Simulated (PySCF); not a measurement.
A species of formula C6H12O has this rotational fingerprint, computed with PBE0/pcSseg-1 in PySCF (dipole) on a GFN2-xTB geometry, gas phase:

```
Rotational constants : A = 3843, B = 1989, C = 1410 MHz
Dipole components    : |μa| = 0.37 D, |μb| = 0.95 D, |μc| = 1.01 D
Inertial defect      : -27.00 u·Å²
κ                    : -0.52
```

Task: Which candidate fits, each taken in the one conformer that was computed?
A. `[CH3:1][CH2:2][C:3](=[O:4])[CH:5]([CH3:6])[CH3:7]` with C1–C2–C3–O4 8°, C2–C3–C5–C6 96° (ethyl isopropyl ketone)
B. `[CH3:1][O:2][CH:3]1[CH2:4][CH2:5][CH2:6][CH2:7]1` with C1–O2–C3–C4 73°, O2–C3–C4–C5 135°, C3–C4–C5–C6 -36°, C4–C5–C6–C7 42°, C5–C6–C7–C3 -32°
C. `[CH3:1][O:2][C:3]([CH3:4])=[C:5]([CH3:6])[CH3:7]` with C1–O2–C3–C4 56°

Result: C. It is COC(C)=C(C)C, an asymmetric top, point group C1. The candidates at the same level (rigid rotor, commonest isotopes):

| SMILES | A (MHz) | B (MHz) | C (MHz) | μa (D) | μb (D) | μc (D) | Δ (u·Å²) | point group | rotor |
| --- | --- | --- | --- | --- | --- | --- | --- | --- | --- |
| CCC(=O)C(C)C | 4637 | 1596 | 1446 | 0.38 | 2.08 | 1.64 | -76.16 | C1 | near-prolate asymmetric top |
| COC(C)=C(C)C | 3843 | 1989 | 1410 | 0.37 | 0.95 | 1.01 | -27.00 | C1 | asymmetric top |
| COC1CCCC1 | 5507 | 1837 | 1535 | 0.05 | 0.95 | 0.72 | -37.78 | C1 | asymmetric top |

`COC1CCCC1` has A 43 % too high; `CCC(=O)C(C)C` has A 21 % too high. No structure here is proved a minimum.
